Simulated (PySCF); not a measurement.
Task: Write Cartesian coordinates for InChI=1S/C3H13PSi2/c1-3(2)5-6-4/h3H,4-6H2,1-2H3 as optimised with GFN2-xTB.

Result: 
```
atom  x, y, z in Å
C1    -1.6261    1.1343   -0.4252
C2    -1.3006   -0.0366    0.4976
C3    -2.3624   -1.1239    0.3658
Si4    0.4507   -0.7247    0.1477
Si5    2.0389    0.9717    0.3091
P6     4.1512    0.2330    0.3789
H7    -1.6133    0.8154   -1.4655
H8    -0.9031    1.9394   -0.3049
H9    -2.6180    1.5295   -0.2085
H10   -1.3312    0.3349    1.5281
H11   -3.3502   -0.7298    0.6014
H12   -2.1559   -1.9503    1.0414
H13   -2.3877   -1.5132   -0.6495
H14    0.4300   -1.3493   -1.1875
H15    0.6925   -1.8313    1.0920
H16    1.9162    1.8070    1.5136
H17    2.0387    1.9095   -0.8246
H18    3.9087   -0.7694    1.2982
H19    4.0118   -0.6370   -0.6852
```

Orientation and origin are arbitrary. Atoms count from 1 in this order. Of the pairs four or more bonds apart, Si5···H8 is among the closest relative to their van der Waals radii: 3.16 Å, 96 % of the sum of Bondi's values. Si4 (SiH2 silicon) is distorted tetrahedral (angles from 105.3° to 113.0°). Si5 (SiH2 silicon) is distorted tetrahedral (angles from 103.6° to 114.4°). P6 (three-coordinate phosphorus) is pyramidal (angles 95.4°, 95.1° and 92.2°, sum 282.7°, 0.83 Å off the plane of its three neighbours).

Bonds between heavy atoms (Å): C1–C2 1.526, C2–C3 1.525, C2–Si4 1.914, Si4–Si5 2.329, Si5–P6 2.239.

Computed geometry: GFN2-xTB, gas phase.

Point group: C1 (no symmetry element, even within 0.4 Å). No frequency check. One conformer, not necessarily the lowest (C1–C2–Si4–Si5 55°, C2–Si4–Si5–P6 167°, Si4–Si5–P6–H -45° and 47°).
